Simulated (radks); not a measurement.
Values are calculated unless marked as measured or tabulated.
Question: The mean radii <r> (bohr) of the occupied orbitals of an atom or ion are listed with their occupations. Level of theory: Dirac Kohn-Sham, PBEsol, spin-unpolarised, spherical densities, finite nucleus; Fermi nuclear charge, rms radius of each element as measured or else 0.836 A^(1/3) + 0.57 fm (a radial shooting solver on a logarithmic mesh with Libxc functionals).

| orbital | occ. | <r> |
|---|---|---|
| 1s1/2 | 2 | 0.02364 |
| 2s1/2 | 2 | 0.1005 |
| 2p1/2 | 2 | 0.08423 |
| 2p3/2 | 4 | 0.09065 |
| 3s1/2 | 2 | 0.2661 |
| 3p1/2 | 2 | 0.2557 |
| 3p3/2 | 4 | 0.2682 |
| 3d3/2 | 4 | 0.2395 |
| 3d5/2 | 6 | 0.2434 |
| 4s1/2 | 2 | 0.6075 |
| 4p1/2 | 2 | 0.6239 |
| 4p3/2 | 4 | 0.6523 |
| 4d3/2 | 4 | 0.7017 |
| 4d5/2 | 6 | 0.7119 |
| 5s1/2 | 2 | 1.471 |
| 5p1/2 | 2 | 1.654 |
| 5p3/2 | 4 | 1.740 |
| 4f5/2 | 1.71429 | 1.075 |
| 4f7/2 | 2.28571 | 1.091 |

Name the element and its charge. Open shells, if any, are shared by 2j + 1.

Answer: Z = 60, neodymium, charge +2: Nd2+ in [Xe] 4f4. The 1s radius gives Z: for a bare nucleus <r> = (2 gamma + 1)/(2Z) with gamma = sqrt(1 - (Z/c)^2), 0.02332 bohr for Z = 60, and screening makes it slightly larger (0.02364 here). The occupations add up to 58, and the charge is Z minus that.
